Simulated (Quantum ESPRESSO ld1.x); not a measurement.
Results of a calculation; reference values are marked as such.
Radial electron density D(r) = 4 pi r^2 rho(r) of an atom or ion with 5 electrons. Level of theory: scalar-relativistic Kohn-Sham, LDA (Slater exchange, Perdew-Zunger correlation), spin-polarised, spherical densities, point nucleus, Perdew-Zunger self-interaction correction (ld1.x of Quantum ESPRESSO 7.5).

r (bohr)  D(r) (e/bohr)  spin D(r)
0.02932          0.5816  0.0000113
0.03639          0.8350  0.0000237
0.04516           1.179  0.0000509
0.05605           1.630   0.000110
0.06901           2.174   0.000232
0.08565           2.843   0.000500
0.1063            3.577    0.00107
0.1319            4.294    0.00223
0.1637            4.862    0.00456
0.2032            5.126    0.00907
0.2502            4.968     0.0170
0.3105            4.334     0.0316
0.3854            3.334     0.0562
0.4783            2.239     0.0949
0.5937            1.378      0.151
0.7368           0.9706      0.226
0.9072           0.9968      0.309
1.126             1.251      0.387
1.397             1.458      0.432
1.734             1.429      0.419
2.152             1.144      0.347
2.65             0.7526      0.246
3.289            0.3846      0.141
4.082            0.1497     0.0643
5.066           0.04255     0.0221
6.287          0.008414    0.00537
7.803          0.001090   0.000837

What is the nuclear charge?

Answer. Z = 5. The innermost maximum, from 1s, lies near gamma/Z bohr with gamma = sqrt(1 - (Z/c)^2) = 0.999, here 0.2 bohr (found: 0.210), and its height grows with Z. The density is that of neutral boron in [He] 2s2 2p1; the configuration itself is not fixed sharply by these data. D(r) has 2 maxima, at r = 0.210, 1.53 bohr, and minima at 0.798 bohr, inside which lie 2.10 electrons.
